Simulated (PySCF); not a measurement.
# Which element holds O most strongly?

PBE in PySCF with def2-TZVPPD on every atom (core potentials on Ru, Sb), for the lowest determinant that a PBE0 search found; no spin–orbit coupling. D0 is De less the harmonic zero-point energy.

```csv
M,state (unpaired electrons),Re (Å),ωe (cm⁻¹),D0(MO) (eV)
P,doublet (π ↑),1.496,1199,6.58
Ru,"quintet (σ ↑, π ↑↑, δ ↑)",1.709,890,5.80
B,doublet (σ ↑),1.215,1843,8.85
Sb,doublet (π ↑),1.837,813,4.75
Al,doublet (σ ↑),1.634,956,5.64
C,singlet (closed shell),1.137,2128,11.52
Si,singlet (closed shell),1.529,1195,8.43
```

Problem. Order the elements by D0 and give the energy of RuO + C → CO + Ru.

Solution. C > B > Si > P > Ru > Al > Sb; ΔE = 5.80 − 11.52 = -5.72 eV at PBE/def2-TZVPPD. Close neighbours can swap at other levels.

The metal atom is held in its measured ground configuration; semilocal functionals can put another filling of s and d lower by some tenths of an eV, and De to that atom would be smaller. These are scalar-relativistic numbers at best; spin–orbit coupling would shift them, the dissociation energy most. States were picked by a PBE0 search and need not be the measured ground states.
